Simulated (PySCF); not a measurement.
## How methods differ on the excitation energy of Ti

Ti [Ar] 3d2 4s2 (3F) → Ti [Ar] 3d3 4s1 (5F), as a difference of total energies. Calculation: PySCF 2.14, in ANO-RCC-VTZP (6s5p3d2f1g, 59 functions); the spin-free X2C one-electron Hamiltonian (Gaussian nucleus). Correlated levels: valence and next inner shell: [Ne] frozen. The calculations carry no spin-orbit coupling.

**Question.** Order these methods by the excitation energy they give, lowest first.
A. CCSD(T) (valence and next inner shell)
B. UHF
C. SCS-MP2 (valence and next inner shell)
D. CCSD (valence and next inner shell)

**Answer.** B (0.741 eV), D (0.875 eV), A (0.918 eV), C (1.094 eV).

Errors of the correlated levels include the incompleteness of this basis and the frozen core.

For comparison: 0.806 eV (measured; NIST levels, between the centres of gravity of the two terms).
